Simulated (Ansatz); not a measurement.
Z-matrix (Å, degrees):
```
Si
O 1 1.673
Si 1 2.346 2 110.3
N 1 1.703 2 113.5 3 121.6
H 1 1.483 2 104.3 3 -122.4
B 2 1.343 1 131.4 3 -12.2
H 3 1.487 1 112.1 2 -48.0
H 3 1.490 1 110.6 2 73.6
H 3 1.488 1 108.5 2 -167.9
H 4 1.006 1 121.9 2 -77.9
H 4 1.007 1 121.7 2 75.8
H 6 1.199 2 118.6 1 -178.6
H 6 1.207 2 120.2 1 1.3
```

The species carries charge 0 and has multiplicity 1.

Question: List the r2SCAN/def2-TZVPP orbital energies in eV (the Gaussian-basis code of Ansatz). (Estimate.)

Answer: Computed: Occupied: -1791.75, -1790.76, -516.18, -385.14, -180.96, -142.07, -141.27, -96.96, -96.93, -96.91, -96.12, -96.12, -96.12, -26.69, -22.52, -15.01, -13.89, -12.89, -12.34, -11.23, -10.46, -10.29, -9.03, -8.82, -8.70, -7.67, -7.11, -6.71. Lowest empty: -1.15, -0.59, -0.15, 0.69, 0.94, 1.42, 1.46, 2.00.
